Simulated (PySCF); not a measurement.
Sn(F)3(OSiH3) (F3H3OSiSn), SMILES [F][Sn]([F])([F])[O][SiH3].

Coordinates come from a PBE-D3(BJ)/def2-SVP optimisation. The structure was generated by enumeration; whether it is a known compound was not checked. The def2 effective core potentials stand for the cores of Sn; spin–orbit coupling is left out. Other conformers were not sampled.

Computed with B3LYP/def2-TZVP (PySCF).

The molecule is in vacuum.

```yaml
total_energy: -880.76555 hartree
highest_occupied_level: -9.36 eV
lowest_empty_level: -4.06 eV
orbital_gap: 5.30 eV
dipole_moment: 2.17 D
quadrupole, principal values (traceless, Buckingham form, about the centre of nuclear charge): -3.03, -2.24, 5.27 D·Å
mean_static_polarisability: 62.2 bohr³ (9.21 Å³)
polarisability_principal_values: 55.8, 56.8, 73.8 bohr³
```
